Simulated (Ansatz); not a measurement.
**Abstraction of F: C2HF5O + C2HF2Si → C2HF4O + C2HF3Si**

Species: C2HF5O ((difluoromethoxy)(trifluoro)methane) `FC(F)OC(F)(F)F`, singlet; C2HF2Si `C#C[Si](F)F`, doublet; C2HF4O `F[C](F)OC(F)F`, doublet; C2HF3Si `C#C[Si](F)(F)F`, singlet. A radical takes F: the energy is the difference in strength between the C–F bond broken and the Si–F bond made.

Shapes, held fixed at every level: PBE0-D4/def2-TZVP. Flexible molecules stand in one conformer, not always the lowest. Programs: Ansatz 0.2.0. Electronic energies: no zero-point or thermal term.

Question: Estimate ΔE of this reaction.

Answer: The highest level, CCSD(T)/CBS estimate, gives ΔE = -155.4 kJ/mol; the levels span -168.3 to -133.0. The column of differences is taken from that level and isn't an error. No measured value is set beside it here. Open shells run unrestricted. The CBS estimate extrapolates MP2 from def2-TZVPP and def2-QZVPP and adds CCSD(T) − MP2 in the triple-zeta set, cores frozen.

| level | kind | ΔE (kJ/mol) | less CCSD(T)/CBS estimate |
| --- | --- | --- | --- |
| MP2/def2-TZVPP | perturbation theory | -153.3 | +2.1 |
| HF/def2-TZVPP | Hartree–Fock | -168.3 | -12.9 |
| PBE-D4/def2-TZVPP | GGA | -133.0 | +22.4 |
| B3LYP-D4/def2-TZVPP | global hybrid | -152.5 | +2.9 |
| PBE0-D4/def2-TZVPP | global hybrid | -138.9 | +16.5 |
| wB97M-V/def2-TZVPP | range-separated hybrid | -145.9 | +9.5 |
| B2PLYP/def2-TZVPP | double hybrid | -155.1 | +0.3 |
| CCSD(T)/CBS estimate | coupled cluster or CI | -155.4 | 0.0 |
